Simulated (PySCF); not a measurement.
H5GaO2S, singlet (B3LYP/def2-SVP optimised geometry):

```
9

Ga    -1.086    -1.275     0.000
H     -1.889    -1.539    -1.307
O     -1.709    -1.460     1.686
H     -2.654    -1.648     1.750
O      0.727    -1.275     0.000
H      1.086    -1.545     0.856
S     -0.902     1.545     0.000
H     -1.038     1.486     1.346
H      0.377     1.091     0.045
```

Level of theory: B3LYP/def2-TZVP (PySCF).

Problem. What are the frontier orbital energies and the dipole moment?

Solution. HOMO-2 -8.52 eV, HOMO-1 -8.04 eV, HOMO -7.70 eV, LUMO -0.31 eV, LUMO+1 -0.13 eV; dipole moment 1.83 D.

On the same geometry PySCF with PBE/def2-TZVP gives HOMO-2 -7.22 eV, HOMO-1 -6.65 eV, HOMO -6.48 eV, LUMO -1.02 eV, LUMO+1 -0.67 eV; dipole moment 1.80 D.

Meta-Löwdin charges at B3LYP/def2-TZVP: Ga1 0.74, H2 -0.09, O3 -0.74, H4 0.33, O5 -0.75, H6 0.33, S7 -0.08, H8 0.12, H9 0.14.
